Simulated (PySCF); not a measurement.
A GIAO shielding run with PySCF 2.14.0 with density-fitted response routines (density fitting, non-relativistic, gas phase) on SMILES CS[C@@H]([SiH3])[SiH2]C(C)=O, C4H12OSSi2:

```
$ OMP_NUM_THREADS=1 python probes_run.py task.json out

{"job": {"kind": "nmr", "xc": "PBE0", "basis": "pcSseg-1"}, "charge": 0, "multiplicity": 1}
C      2.497225    -0.590825    -0.749077
S      2.264260    -0.956248     1.012740
C      0.718276    -0.046555     1.420408
Si     0.888059     1.817576     1.025640
Si    -0.798405    -0.990418     0.752982
C     -1.343665    -0.302944    -0.965651
C     -2.821130    -0.208004    -1.220439
O     -0.528467     0.014933    -1.804801
H      2.956903     0.387126    -0.863966
H      1.541813    -0.623193    -1.262177
H      3.159133    -1.359341    -1.137111
H      0.692894    -0.147016     2.508568
H     -0.248103     2.476032     1.677299
H      2.156731     2.285203     1.582224
H      0.841050     2.048079    -0.414005
H     -0.489867    -2.407609     0.558472
H     -1.937858    -0.820528     1.661449
H     -3.272519    -1.183679    -1.053277
H     -3.028449     0.134454    -2.232154
H     -3.253028     0.483633    -0.500160
```

Hardware: 1 thread of an Arm Neoverse V2, shared host. The job also computes population analyses, field gradients.

Q: How large is the calculation?

A: 88 electrons, 217 basis functions and 1196 auxiliary functions.

Q: How long does it take, and how much memory does it need?

A: 47 s of wall time, with 14 SCF cycles and 5 response iterations; peak memory 1.1 GiB. Times on a shared host scatter by some tens of per cent.
